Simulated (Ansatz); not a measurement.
Species: sum formula H2BSeO (charge -1, singlet). It need not be the lowest isomer of its formula. Whether it binds its extra electron was not tested at this geometry. 
Coordinates optimised at B3LYP-D3(BJ)/def2-TZVP (Ansatz, an electronic-structure program):
```xyz
5

B     -0.6955     0.8446    -0.9691
H     -1.3448     0.1575    -1.7372
O     -0.5231     2.0848    -0.8630
Se     0.2366    -0.6293     0.3613
H      0.9630     0.3371     1.2024
```
Charge -1, spin multiplicity 1.

Basis-set convergence of Hartree-Fock and MP2 correlation energies (hartree) with Ansatz. Cores are frozen in the correlated levels unless marked. No spin-orbit coupling. The frozen core is the preceding noble-gas configuration, with the filled d and f shells of earlier blocks. No relativistic terms. This anion needs diffuse functions, which these sets lack.

```json
[
 {"basis": "cc-pVDZ", "functions": "65", "E(HF)": "-2500.60916", "E(corr, MP2)": "-0.40005"},
 {"basis": "cc-pVTZ", "functions": "131", "E(HF)": "-2500.72217", "E(corr, MP2)": "-0.51153"},
 {"basis": "cc-pVQZ", "functions": "238", "E(HF)": "?", "E(corr, MP2)": "?"}
]
```

Question: What belongs in the gaps?

Answer: 
- cc-pVQZ, E(HF): -2500.73483
- cc-pVQZ, E(corr, MP2): -0.55372
